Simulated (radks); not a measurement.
The numbers below are computed, except where a source is named.
These are the eigenvalues of the occupied orbitals of an atom or ion with whole-number occupations (eV). Level of theory: Dirac Kohn-Sham, PBEsol, spin-unpolarised, spherical densities, finite nucleus; Fermi nuclear charge, rms radius of each element as measured or else 0.836 A^(1/3) + 0.57 fm (a radial shooting solver on a logarithmic mesh with Libxc functionals).

orbital  eigenvalue
1s1/2     -13358.62
2s1/2     -1785.549
2p1/2     -1613.861
2p3/2     -1566.396
3s1/2     -291.4596
3p1/2     -231.7254
3p3/2     -224.8700
3d3/2     -121.0780
3d5/2     -119.9816
4s1/2      -67.2869
4p1/2      -52.8228

Which element is it, and in what charge state? The configuration may be excited. Open shells, if any, fill j = l - 1/2 first.

Answer. Z = 35, bromine, charge +4: Br4+ in [Ar] 3d10 4s2 4p1. The list shows which subshells hold electrons but not how many an open one holds; the 1s level, -490.92 hartree, gives Z - s = 31.3 by -(Z - s)^2/2, which with screening and relativity narrows Z to a few neighbours, and the depths of the outer levels then fix element, charge and occupations together.
